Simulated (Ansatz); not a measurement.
Z-matrix (Å, degrees):
```
Si
Ge 1 2.388
Si 1 2.338 2 102.8
H 1 1.488 2 112.9 3 -123.4
H 1 1.490 2 108.9 3 115.6
Si 2 2.395 1 104.9 3 -35.4
H 2 1.541 1 109.2 3 81.6
H 2 1.539 1 112.8 3 -158.2
Ge 3 2.388 1 102.7 2 44.0
H 3 1.490 1 109.1 2 -71.5
H 3 1.488 1 114.1 2 166.6
H 6 1.488 2 110.5 1 132.8
H 6 1.488 2 110.8 1 -106.9
H 9 1.541 3 109.1 1 81.0
H 9 1.539 3 112.9 1 -158.8
```

The species carries charge 0 and has multiplicity 1.

**Question.** List the r2SCAN/def2-TZVPP orbital energies in eV (Ansatz). (An estimate is asked.)

**Answer.** The calculation gave: Occupied: -10834.05, -10834.05, -1791.16, -1791.05, -1791.05, -1349.20, -1349.20, -1199.24, -1199.24, -1199.24, -1199.24, -1199.23, -1199.23, -167.34, -167.34, -141.63, -141.54, -141.53, -117.03, -117.03, -117.02, -117.02, -117.02, -117.02, -96.49, -96.48, -96.47, -96.40, -96.40, -96.39, -96.38, -96.38, -96.37, -30.32, -30.32, -30.30, -30.30, -30.29, -30.28, -30.25, -30.25, -30.25, -30.25, -15.59, -14.30, -13.98, -12.26, -12.21, -9.61, -9.38, -9.14, -8.99, -8.36, -8.33, -7.55, -7.46, -6.94, -6.85. Lowest empty: -1.53, -0.81, -0.74, -0.70, -0.27, -0.24, 0.27, 0.30.
